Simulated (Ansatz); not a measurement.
Basis sets compared for the cluster Ag₃Au (the lowest singlet isomer of a short search). Charge 0, multiplicity 1. Geometry B3LYP-D4/def2-SVP. Ansatz on 4 threads of Arm Neoverse V1 on a shared host; times are rough, and most runs start from earlier orbitals.

Cartesian coordinates in Å:
```
Au 1.631 1.764 -0.187
Ag 0.980 -0.913 -0.085
Ag -1.633 -1.766 0.194
Ag -0.978 0.915 0.079
```

In the def2 sets Ag, Au take a core potential; there is no spin–orbit coupling. The structure comes from a short search, and lower isomers may exist.

Binding counts from free atoms (Au doublet, Ag doublet) in the same basis, without a counterpoise term.

| level | functions | energy (Eh) | HOMO (eV) | LUMO (eV) | binding per atom (eV) | wall time |
| --- | --- | --- | --- | --- | --- | --- |
| PBE-D4/def2-SVP | 125 | -576.7802 | -4.97 | -3.65 | 1.39 | 1.6 s |
| PBE-D4/def2-TZVP (with forces) | 160 | -576.9015 | -5.00 | -3.68 | 1.40 | 2.5 s |
| r2SCAN-D4/def2-TZVP | 160 | -577.0168 | -5.00 | -3.46 | 1.42 | 5 s |
| PBE0-D4/def2-SVP | 125 | -576.6696 | -5.35 | -2.82 | 1.24 | 2.9 s |
| PBE0-D4/def2-TZVP | 160 | -576.7859 | -5.37 | -2.83 | 1.25 | 3.1 s |

**Question.** Estimate the rows for PBE-D4/def2-TZVPD, r2SCAN-D4/def2-TZVPD, PBE0-D4/def2-TZVPD.

**Answer.** 
```json
{"level": "PBE-D4/def2-TZVPD", "functions": "163", "energy (Eh)": "-576.9017", "HOMO (eV)": "-5.00", "LUMO (eV)": "-3.69", "binding per atom (eV)": "1.40", "wall time": "2.1 s"}
{"level": "r2SCAN-D4/def2-TZVPD", "functions": "163", "energy (Eh)": "-577.0170", "HOMO (eV)": "-5.00", "LUMO (eV)": "-3.47", "binding per atom (eV)": "1.42", "wall time": "5.5 s"}
{"level": "PBE0-D4/def2-TZVPD", "functions": "163", "energy (Eh)": "-576.7860", "HOMO (eV)": "-5.37", "LUMO (eV)": "-2.83", "binding per atom (eV)": "1.25", "wall time": "2.7 s"}
```
